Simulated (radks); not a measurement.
The numbers below are computed, except where a source is named.
Radial electron density D(r) = 4 pi r^2 rho(r) of an atom or ion with 17 electrons. Level of theory: scalar-relativistic Kohn-Sham, SCAN, spin-polarised, spherical densities, finite nucleus; meta-GGA in the generalised Kohn-Sham scheme; Fermi nuclear charge, rms radius of each element as measured or else 0.836 A^(1/3) + 0.57 fm (a radial shooting solver on a logarithmic mesh with Libxc functionals).

```
   r/bohr * D(r) (the largest magnitude, 110, reaches the edge; | marks zero)
0.0007472 | *
0.0009274 | *
 0.001151 |  *
 0.001429 |   *
 0.001773 |     *
   0.0022 |       *
 0.002731 |          *
 0.003389 |              *
 0.004207 |                   *
 0.005221 |                        *
 0.006479 |                              *
 0.008106 |                                    *
  0.01006 |                                         *
  0.01249 |                                           *
   0.0155 |                                            *
  0.01923 |                                          *
  0.02387 |                                       *
  0.02963 |                                      *
  0.03677 |                                          *
  0.04563 |                                                 *
  0.05664 |                                                      *
  0.07029 |                                                   *
  0.08724 |                                       *
   0.1083 |                         *
   0.1344 |                   *
   0.1668 |                     *
    0.207 |                     *
   0.2569 |             *
   0.3188 |     *
   0.3957 |*
   0.4911 *
   0.6095 *
```

What is the nuclear charge?

Answer. Z = 67. The innermost maximum, from 1s, lies near gamma/Z bohr with gamma = sqrt(1 - (Z/c)^2) = 0.872, here 0.013 bohr (found: 0.0142), and its height grows with Z. The density is that of the holmium ion Ho50+ in [Ne] 3s2 3p5; the configuration itself is not fixed sharply by these data, and Z only to a few units. D(r) has 3 maxima, at r = 0.0142, 0.0599, 0.187 bohr, and minima at 0.0278, 0.139 bohr, inside which lie 1.96, 10.45 electrons.
